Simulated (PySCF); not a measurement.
Unknown compound

An unknown has the formula C4H4F4. Its calculated NMR data are:

¹H NMR (500 MHz, computed): δ 5.69 (m, 1H), 2.31 (m, 3H).

¹³C{¹H} NMR (computed): δ 182.0 (C), 133.4 (C), 108.0 (CH), 19.0 (CH3).

Theory: structure optimised with GFN2-xTB, NMR shieldings at PBE0/pcSseg-1/GIAO, in PySCF 2.14 (non-relativistic Hamiltonian, in vacuum, one averaged value for each set of equivalent atoms, one computed conformer).

Shifts are taken against calculated references (same method and geometry level): ¹H and ¹³C against TMS.

**Question.** Which candidate is it?
A. F/C=C(/F)CC(F)F
B. FC/C=C(\F)C(F)F
C. C/C(F)=C\C(F)(F)F
D. FC(F)=CCC(F)F

**Answer.** C. 

- Rings plus π bonds: 1 (no ring in the answer).
- 4 carbon signals for 4 carbons: no two carbons are equivalent.
- Carbon types of the structure: 2 × C, 1 × CH, 1 × CH3, which accounts for all hydrogens.
- δC 182.0: fully substituted alkene carbon.
- δC 133.4: CF3 carbon; 3 electronegative neighbours deshield it.
- δC 108.0: alkene CH; an sp2 carbon of a C=C bond.
- δC 19.0: allylic methyl carbon; a saturated carbon with 1 carbon neighbour and no heteroatom attached.
- δH 5.69: hydrogen on an alkene CH; olefinic region.

The others: FC(F)=CCC(F)F would give 3 signals for carbon-bound and other non-exchanging H, not 2; F/C=C(/F)CC(F)F would give 3 signals for carbon-bound and other non-exchanging H, not 2; FC/C=C(\F)C(F)F would give 3 signals for carbon-bound and other non-exchanging H, not 2.

Splittings by ¹⁹F in the carbon and heteronuclear signals aren't shown, as no couplings were computed. Shifts are as computed. Against solution values, carbons near 30 ppm lie about +3 ppm off and those near 130 ppm about +5 ppm. Of 1309 compounds with measured shifts, 239 miss one by over three times the rms of a fit or turn the order of signals round; such compounds aren't used in these exercises. Multiplicities follow the n + 1 count of equivalent neighbours, as no J values were calculated; m marks all less simple cases, F and P coupling included.
